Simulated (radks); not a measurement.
The numbers below are computed, except where a source is named.
Ionisation of the magnesium ion Mg3+, [He] 2s2 2p5, to Mg4+, [He] 2s2 2p4, under several functionals. Dirac Kohn-Sham, spin-unpolarised, spherical densities, point nucleus; open shells fill j = l - 1/2 first; a radial shooting solver on a logarithmic mesh with Libxc functionals.

functional	E(Mg3+) (hartree)	Exc (hartree)	IE (eV)	-e(HOMO) (eV)	<r> HOMO (bohr)	IE error (eV)
BP86	-196.59184	-15.14321	112.24	96.193	0.6414	+3.0
AM05	-195.75110	-14.26906	111.92	95.898	0.6423	+2.7
exchange-only PBE	-196.12893	-14.66359	110.85	94.810	0.6435	+1.6
BLYP	-196.58773	-15.13372	112.20	96.141	0.6423	+2.9
SOGGA	-195.96024	-14.48762	111.80	95.774	0.6426	+2.5
B86b exchange with PBE correlation	-196.55889	-15.10654	112.22	96.171	0.6420	+3.0

NIST Atomic Spectra Database: 109.27 eV (semi-empirical). Closest: exchange-only PBE. The Delta-SCF values span 1.40 eV, the total energies 0.84 hartree. The highest occupied level is 2p3/2. Spin polarisation and multiplet splitting are left out, so open shells lie too high by an amount that depends on their filling.

Beside tabulated values, note that spin-unpolarised runs miss the spin-polarisation part of the exchange energy of open shells.
